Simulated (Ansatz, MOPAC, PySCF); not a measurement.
Molecule: H$_{3}$B$_{2}$O, charge -1, multiplicity 1. SMILES: [BH-]OB
Coordinates optimised at B3LYP-D3(BJ)/def2-TZVP (Ansatz, an electronic-structure program):
```
O
B 1 1.3313
B 1 1.3605 2 174.15
H 2 1.2094 1 119.89 3 88.86
H 2 1.2094 4 120.18 1 177.71
H 3 1.2402 1 107.09 2 180.00
```
Charge -1, spin multiplicity 1.

Unscaled harmonic wavenumbers (cm⁻¹) in rising order, each level at the stationary point that it reaches from this structure (no distance between atoms moves by over 0.3 Å); the order of modes can differ between levels, and a negative number is imaginary. B3LYP-D3(BJ)/def2-TZVP (PySCF, at the structure above): 159, 316, 600, 846, 929, 986, 992, 1257, 1405, 2186, 2451, 2491.

PM3 (MOPAC): 184, 309, 573, 803, 897, 933, 985, 1099, 1654, 1905, 2567, 2568. Zero-point energy 20.7 against 20.9 kcal/mol; where all levels lie over 400 cm⁻¹, the wavenumbers are on average 0.981 times those of B3LYP-D3(BJ)/def2-TZVP.

PM6 (MOPAC): 201, 241, 619, 809, 948, 999, 1021, 1206, 1539, 2757, 2852, 2942. Zero-point energy 23.1 against 20.9 kcal/mol; where all levels lie over 400 cm⁻¹, the wavenumbers are on average 1.071 times those of B3LYP-D3(BJ)/def2-TZVP.

HF/3-21G (Ansatz): 94, 247, 493, 809, 1091, 1132, 1190, 1378, 1589, 2063, 2571, 2576. Zero-point energy 21.8 against 20.9 kcal/mol; where all levels lie over 400 cm⁻¹, the wavenumbers are on average 1.055 times those of B3LYP-D3(BJ)/def2-TZVP.

HF/6-31G* (Ansatz): -70, 241, 501, 797, 1086, 1113, 1209, 1364, 1626, 2074, 2529, 2535. Zero-point energy 21.6 against 20.9 kcal/mol; where all levels lie over 400 cm⁻¹, the wavenumbers are on average 1.053 times those of B3LYP-D3(BJ)/def2-TZVP. This level finds the structure a saddle point. The zero-point energy leaves imaginary modes out.
